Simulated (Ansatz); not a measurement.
Consider the atomization: `FC(F)=C(F)C(F)=C(F)F` → 4 C• + 6 F•.

Computed with Ansatz on PBE0-D4/def2-TZVP structures; ΔE is electronic, products minus reactants. CCSD(T)/CBS is the MP2 limit (def2-TZVPP, def2-QZVPP) plus CCSD(T) − MP2 in def2-TZVPP, frozen cores. This one scheme is used for every species, atoms too. For atomizations the MP2-based limit and the directly extrapolated one differ by several kJ/mol either way, and by 10 to 25 for some Ge, Se and Sn compounds, so smaller differences from it don't rank the levels. Functionals use def2-TZVPP. B3LYP here is the variant with VWN-RPA as its local correlation; programs differ in this. HSE06 is defined as in plane-wave codes. No spin–orbit coupling; open shells (•) take unrestricted orbitals. Spin–orbit coupling would lower the free atoms: a little for C, F. One conformer a species, not always the lowest.

```tsv
level	ΔE (kJ/mol)	difference from CCSD(T)/CBS
LDA (SPW92)	5510.6	1147.3
PBE-D4	4709.7	346.4
revPBE-D4	4494.5	131.2
BLYP-D4	4469.7	106.4
r2SCAN-D4	4455.9	92.6
B97M-V	4411.3	48.0
PBE0-D4	4468.9	105.6
B3LYP-D4	4372.2	8.9
r2SCANh-D4	4377.6	14.3
HSE06-D4	4476.0	112.7
BHLYP-D4	4068.8	-294.5
CAM-B3LYP-D4	4426.7	63.4
ωB97X-V	4405.0	41.7
ωB97M-V	4412.6	49.3
PBE-QIDH	4370.4	7.1
PBE	4687.3	324.0
revPBE	4418.3	55.0
BLYP	4419.6	56.3
r2SCAN	4450.0	86.7
PBE0	4450.0	86.7
B3LYP	4336.5	-26.8
r2SCANh	4371.5	8.2
r2SCAN0	4258.8	-104.5
HSE06	4458.5	95.2
BHLYP	4044.2	-319.1
LC-ωPBE	4459.5	96.2
RPA@PBE/def2-TZVPP	3862.9	-500.4
HF/def2-SVP	2910.3	-1453.0
MP2/def2-SVP	4386.3	23.0
CCSD(T)/def2-SVP	4163.6	-199.7
HF/def2-TZVPP	2836.9	-1526.4
MP2/def2-TZVPP	4482.9	119.6
SCS-MP2/def2-TZVPP	4323.0	-40.3
CCSD/def2-TZVPP	4102.3	-261.0
CCSD(T)/def2-TZVPP	4228.7	-134.6
HF/def2-QZVPP	2844.3	-1519.0
SCS-MP2/def2-QZVPP	4407.7	44.4
HF/CBS(def2)	2845.3	-1518.0
MP2/CBS(def2)	4617.5	254.2
CCSD/CBS(def2)	4236.9	-126.4
CCSD(T)/CBS	4363.3	0
```

Largest T1 diagnostic among the species: 0.013.

In def2-TZVPP, CCSD(T) changes the Hartree–Fock value by +1391.8 kJ/mol (the triples alone add +126.4 kJ/mol) and MP2 by +1646.0 kJ/mol; breaking electron pairs costs correlation energy, which Hartree–Fock lacks. From PBE to PBE0 (25 % exact exchange), in def2-TZVPP and without D4, ΔE moves by −237.3 kJ/mol: exact exchange takes away binding that semilocal exchange gives to molecules.
